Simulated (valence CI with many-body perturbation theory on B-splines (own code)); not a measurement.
## Energy levels of I3+

Computed by relativistic CI+MBPT: four valence electrons over a frozen Dirac-Fock core [Kr] 4d10, a basis of 9 s, 9 p, 8 d, 6 f, 3 g, 1 h functions for each j, with the one-electron correlation potential Σ1 (screened to all orders), the two-electron term Σ2, the three-electron term Σ3, Breit, model QED; selected single and double excitations, second order for the rest, scaled by the run's own slope (own B-spline code, finite nucleus).

No measured spectrum was set against this ion. As an estimate, levels hold to about 250 cm⁻¹ or 0.2 % of their energy and the worst to 1 %, as in measured heavy ions of charge 2 to 7; those with d or f electrons hold less well. Among the levels kept, up to 260 cm⁻¹ of a level comes from second order outside the variational space, and about a tenth of that is noise between levels of different J, which matters for small intervals.

Levels 1 to 32 of 32, with energies above the lowest level, 5s²5p² ³P_0. "Leading %" is the weight of the configuration and term that name the level; weights of strongly mixed levels are sums over their largest components and can fall short, so below about 35 % the name and the second component can differ from the true leading terms, or belong to a minority configuration. In the jj column 3d3/2^4 stands for four electrons in 3d with j = 3/2.

| No. | Configuration | Term | J | E (eV) | Leading % | Leading jj | Second component |
| --- | --- | --- | --- | --- | --- | --- | --- |
| 1 | 5s²5p² | ³P | 0 | 0.000 | 89 | 5s^2 5p1/2^2 (87 %) | 8 % 5s²5p² ¹S |
| 2 | 5s²5p² | ³P | 1 | 0.846 | 97 | 5s^2 5p1/2 5p3/2 (97 %) |  |
| 3 | 5s²5p² | ³P | 2 | 1.362 | 70 | 5s^2 5p1/2 5p3/2 (82 %) | 27 % 5s²5p² ¹D |
| 4 | 5s²5p² | ¹D | 2 | 2.795 | 69 | 5s^2 5p3/2^2 (82 %) | 27 % 5s²5p² ³P |
| 5 | 5s²5p² | ¹S | 0 | 4.614 | 87 | 5s^2 5p3/2^2 (86 %) | 8 % 5s²5p² ³P |
| 6 | 5s5p³ | ⁵S° | 2 | 9.633 | 94 | 5s 5p1/2 5p3/2^2 (48 %) |  |
| 7 | 5s5p³ | ³D° | 1 | 12.251 | 76 | 5s 5p1/2^2 5p3/2 (45 %) | 10 % 5s²5p5d ³D° |
| 8 | 5s5p³ | ³D° | 2 | 12.312 | 74 | 5s 5p1/2 5p3/2^2 (56 %) | 10 % 5s5p³ ³P° |
| 9 | 5s5p³ | ³D° | 3 | 12.662 | 86 | 5s 5p1/2 5p3/2^2 (86 %) | 10 % 5s²5p5d ³D° |
| 10 | 5s5p³ | ³P° | 0 | 14.190 | 87 | 5s 5p1/2 5p3/2^2 (87 %) | 10 % 5s²5p5d ³P° |
| 11 | 5s5p³ | ³P° | 2 | 14.241 | 42 | 5s 5p1/2 5p3/2^2 (29 %) | 18 % 5s5p³ ¹D° |
| 12 | 5s5p³ | ³P° | 1 | 14.294 | 77 | 5s 5p1/2 5p3/2^2 (62 %) | 9 % 5s²5p5d ³P° |
| 13 | 5s²5p5d | ¹D° | 2 | 15.259 | 34 | 5s 5p3/2^3 (40 %) | 28 % 5s5p³ ³P° |
| 14 | 5s²5p5d | ³F° | 2 | 16.234 | 84 | 5s^2 5p1/2 5d3/2 (57 %) | 7 % 5s5p³ ¹D° |
| 15 | 5s²5p5d | ³F° | 3 | 16.586 | 89 | 5s^2 5p1/2 5d5/2 (64 %) |  |
| 16 | 5s5p³ | ³S° | 1 | 16.899 | 63 | 5s 5p1/2 5p3/2^2 (55 %) | 26 % 5s5p³ ¹P° |
| 17 | 5s²5p5d | ³F° | 4 | 17.443 | 95 | 5s^2 5p3/2 5d5/2 (95 %) |  |
| 18 | 5s²5p5d | ³D° | 1 | 17.825 | 31 | 5s^2 5p1/2 5d3/2 (71 %) | 21 % 5s²5p5d ¹P° |
| 19 | 5s²5p5d | ³P° | 2 | 17.890 | 46 | 5s^2 5p1/2 5d5/2 (72 %) | 27 % 5s²5p5d ³D° |
| 20 | 5s²5p5d | ³D° | 1 | 18.267 | 31 | 5s 5p3/2^3 (24 %) | 26 % 5s5p³ ¹P° |
| 21 | 5s²5p6s | ³P° | 0 | 18.512 | 94 | 5s^2 5p1/2 6s (94 %) |  |
| 22 | 5s²5p6s | ³P° | 1 | 18.640 | 64 | 5s^2 5p1/2 6s (80 %) | 18 % 5s²5p6s ¹P° |
| 23 | 5s²5p5d | ³D° | 3 | 18.879 | 74 | 5s^2 5p3/2 5d5/2 (39 %) | 8 % 5s5p³ ³D° |
| 24 | 5s²5p5d | ³D° | 2 | 18.922 | 44 | 5s^2 5p3/2 5d3/2 (67 %) | 19 % 5s²5p5d ¹D° |
| 25 | 5s²5p5d | ³P° | 0 | 19.008 | 84 | 5s^2 5p3/2 5d3/2 (84 %) | 9 % 5s5p³ ³P° |
| 26 | 5s²5p5d | ³P° | 1 | 19.151 | 61 | 5s^2 5p3/2 5d3/2 (59 %) | 14 % 5s²5p5d ³D° |
| 27 | 5s²5p5d | ³P° | 2 | 19.383 | 31 | 5s^2 5p3/2 5d5/2 (61 %) | 22 % 5s²5p5d ¹D° |
| 28 | 5s²5p6s | ³P° | 2 | 19.979 | 95 | 5s^2 5p3/2 6s (95 %) |  |
| 29 | 5s²5p6s | ¹P° | 1 | 20.047 | 51 | 5s^2 5p3/2 6s (72 %) | 21 % 5s²5p6s ³P° |
| 30 | 5s²5p5d | ¹F° | 3 | 20.051 | 84 | 5s^2 5p3/2 5d5/2 (48 %) | 8 % 5s²5p5d ³D° |
| 31 | 5s²5p5d | ¹P° | 1 | 21.173 | 52 | 5s^2 5p3/2 5d5/2 (44 %) | 20 % 5s²5p6s ¹P° |
| 32 | 5s²5p6p | ³D | 1 | 21.911 | 61 | 5s^2 5p1/2 6p1/2 (93 %) | 31 % 5s²5p6p ¹P |

Names give the largest LS component (configuration and term), which can be under half, so a name can repeat, a term be missing and a line seem to break the LS rules; names also repeat where a configuration has a term twice.

The ionisation energy to 5s²5p ²P°1/2 of the next ion comes out as 40.54 eV (NIST: 40.357 ± 0.025 eV (measured), further off than twice its uncertainty). All 32 levels together are meant to be complete up to 22.006 eV.
